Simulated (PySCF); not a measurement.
C$_{2}$H$_{11}$NSi$_{2}$, singlet, at a GFN2-xTB geometry; PBE0/6-31G, polarisability run with PySCF.

Input for PySCF:
```python
from pyscf import gto, scf, dft
from pyscf.prop import polarizability

mol = gto.Mole()
mol.atom = '''
    Si   -0.929742    0.058163   -0.435892
    C    -1.087073   -1.820836   -0.743970
    C    -1.878995    0.433239    1.178981
    Si    1.293271    0.734194   -0.317266
    N     2.275370   -0.025124    0.891241
    H    -1.674057    0.725549   -1.524947
    H    -2.125709   -2.132742   -0.811219
    H    -0.600291   -2.106072   -1.672294
    H    -0.626536   -2.396743    0.055090
    H    -1.868618    1.496849    1.399519
    H    -1.438068   -0.079709    2.030261
    H    -2.918546    0.123262    1.116614
    H     2.029864    0.450260   -1.554920
    H     1.428643    2.159344    0.007847
    H     2.490072   -1.004097    0.789422
    H     2.082661    0.172553    1.860096
'''
mol.basis = '6-31g'
mol.charge = 0
mol.spin = 0
mol.verbose = 3
mol.build()

mf = dft.RKS(mol)
mf.xc = 'pbe0'
mf.kernel()
alpha = mf.Polarizability().polarizability()[2, 2]
print('alpha_zz =', alpha)
```

Task: What does PySCF print? Leave out banner, timings and long lists.

Result: 
```
site-packages/pyscf/prop/efg/rhf.py:45: UserWarning: Module EFG is under testing
  warnings.warn('Module EFG is under testing')
site-packages/pyscf/prop/efg/dhf.py:30: UserWarning: Module EFG is under testing
  warnings.warn('Module EFG is under testing')
site-packages/pyscf/prop/zfs/uhf.py:40: UserWarning: Module ZFS is under testing
  warnings.warn('Module ZFS is under testing')
site-packages/pyscf/prop/gtensor/uhf.py:43: UserWarning: Module g-tensor is under testing
  warnings.warn('Module g-tensor is under testing')
site-packages/pyscf/prop/gtensor/uks.py:41: UserWarning: Module g-tensor is under testing
  warnings.warn('Module g-tensor is under testing')
site-packages/pyscf/prop/hfc/uks.py:35: UserWarning: Module HFC is under testing
  warnings.warn('Module HFC is under testing')
site-packages/pyscf/prop/magnetizability/rhf.py:39: UserWarning: Module magnetizability is under testing
  warnings.warn('Module magnetizability is under testing')
site-packages/pyscf/prop/magnetizability/uhf.py:37: UserWarning: Module magnetizability is under testing
  warnings.warn('Module magnetizability is under testing')
site-packages/pyscf/prop/magnetizability/rks.py:37: UserWarning: Module magnetizability is under testing
  warnings.warn('Module magnetizability is under testing')
site-packages/pyscf/prop/magnetizability/uks.py:39: UserWarning: Module magnetizability is under testing
  warnings.warn('Module magnetizability is under testing')
site-packages/pyscf/prop/polarizability/uhf.py:34: UserWarning: Module polarizability is under testing
  warnings.warn('Module polarizability is under testing')
site-packages/pyscf/prop/polarizability/rks.py:29: UserWarning: Module polarizability is under testing
  warnings.warn('Module polarizability is under testing')
site-packages/pyscf/prop/polarizability/uks.py:29: UserWarning: Module polarizability is under testing
  warnings.warn('Module polarizability is under testing')
converged SCF energy = -716.051978071721
alpha_zz = 68.82647104141355
```
